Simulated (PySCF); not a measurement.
## A search over the determinants of PPb

Unrestricted PBE0; PySCF, spin-free X2C with a Gaussian nucleus, basis sets P x2c-TZVPPall, Pb x2c-TZVPPall. Outer shells of the fragments: P 3s2 3p3; Pb 5d10 6s2 6p2.

Followed along the bond (rough minima from three points):

```csv
2Ms+1,unpaired,⟨S²⟩ at the start,R at minimum (Å),Te (eV)
2,π ↑,0.78,2.41,0.00
2,σ ↑,0.82,2.30,0.31
4,π ↑↑↑,3.76,none in the scan,≤ 1.09
6,"σ ↑, π ↑↑↑↑",8.75,none in the scan,≤ 2.72
```

Solutions found at the starting distance of 2.460 Å, counted from the lowest of them; the search is not exhaustive and high or unbound solutions are not listed, so other states can lie among these:

| 2Ms+1 | unpaired | term | E (eV) | ⟨S²⟩ | ⟨Lz²⟩ | μ (D) |
| --- | --- | --- | --- | --- | --- | --- |
| 2 | π ↑ | mixed | 0.00 | 0.78 | 1.59 | 2.99 |
| 2 | σ ↑ | mixed | 0.50 | 0.82 | 0.58 | 3.30 |
| 4 | π ↑↑↑ | mixed | 1.31 | 3.76 | 1.58 | 1.03 |
| 2 | π ↑↑↓ | mixed | 1.65 | 1.77 | 3.61 | 1.04 |
| 4 | σ ↑, π ↑↑ | mixed | 1.66 | 3.76 | 2.59 | 1.70 |
| 4 | σ ↑, π ↑↑ | mixed | 2.05 | 3.76 | 2.59 | 2.01 |

A term symbol is given only where ⟨S²⟩ and ⟨Lz²⟩ are close to those of a pure state; real π, δ and φ orbitals otherwise mix terms. A positive dipole means P(−)Pb(+).

**Question.** Compare the gap between the two lowest followed solutions at the starting distance with the gap between their minima.

**Answer.** At PBE0 the second solution (doublet, unpaired electrons σ ↑) lies +0.50 eV from the first (doublet, unpaired electrons π ↑) at 2.460 Å and +0.31 eV at the minima; the two curves relax by different amounts, since their minima lie near 2.30 and 2.41 Å.

Spin–orbit coupling is left out, which matters for elements this heavy, above all for dissociation energies. Counting both spins, an empty level lies below a filled one in some of these solutions, because spin and occupation are held.
